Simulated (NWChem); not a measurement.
## H₃AlS in NWChem

```xyz
5

Al    -1.1157     0.1388     0.0000
H     -1.6623     1.6220     0.0000
H     -2.0259    -1.1508     0.0000
S      1.0503    -0.2110     0.0000
H      1.3869     1.1006     0.0000
```
Charge 0, spin multiplicity 1.

Everything below was run with NWChem. All single points use one geometry, from B3LYP/def2-SVP, a minimum by its harmonic frequencies. It is one conformer; others weren't searched.

Symmetry labels belong to the abelian group Cs used in the runs, with the axes of the coordinates shown.

B3LYP has NWChem's definition, with VWN1-RPA local correlation. The structure started from a generated list of species.

Problem. List the lowest 3 singlet excitations that TD-B3LYP/def2-SVPD, VWN1-RPA local correlation gives, with oscillator strengths.

Solution. 
```json
[
 {"state": "1", "symmetry": "a'", "energy (eV)": "5.33", "wavelength (nm)": "233", "f": "0.071"},
 {"state": "2", "symmetry": "a\"", "energy (eV)": "5.68", "wavelength (nm)": "218", "f": "0.001"},
 {"state": "3", "symmetry": "a\"", "energy (eV)": "5.88", "wavelength (nm)": "211", "f": "0.001"}
]
```
